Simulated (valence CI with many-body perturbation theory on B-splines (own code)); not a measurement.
# Questions on Tl58+

Level of theory: relativistic CI+MBPT: five valence electrons over a frozen Dirac-Fock core [Ar], radial functions for each j: 7 s, 7 p, 8 d, 6 f, 4 g, 1 h, with the one-electron correlation potential Σ1 (screened to all orders), the two-electron term Σ2, the three-electron term Σ3, Breit, model QED; selected single and double excitations, second order for the rest, scaled by the run's own slope (own B-spline code, finite nucleus).

No measured spectrum was set against this ion. As an estimate, large intervals hold to a few tenths of a per cent, small ones and those within an open d or f shell to about a per cent. Among the levels kept, up to 500 cm⁻¹ of a level comes from second order outside the variational space, and about a tenth of that is noise between levels of different J, which matters for small intervals. The list stops below the first excitations out of the core. Only levels of the ground parity were solved; by the run's estimate the other parity begins above the list, which can be wrong where configurations are misplaced.

Levels are named by their leading jj configuration (3d3/2^4 stands for four electrons in 3d with j = 3/2), which in mixed levels can hold well under half, so a name can repeat and another be missing.

Rates and lifetimes use the calculated energies. Strong lines usually hold to 10 to 20 %, long lifetimes can be off by a factor of two.

Question: What is the ground level?

Answer: (3d3/2^4 3d5/2) J=5/2, composition 27 % 3d⁵ ²D + 24 % 3d⁵ ⁴P + 19 % 3d⁵ ²F, g = 1.246.

Question: What is the ionisation energy?

Answer: 5969.9 eV; NIST lists 5969 ± 6 eV (theoretical).

Question: How well does LS coupling describe the low levels?

Answer: Among the lowest 20 levels the leading LS term, summed over configurations, holds 49 % on average. For single configurations the figures are 49 % in LS and 99 % in jj coupling. Terms mix most in the J = 5/2 level at 0 cm⁻¹, where the leading one holds 27 %.
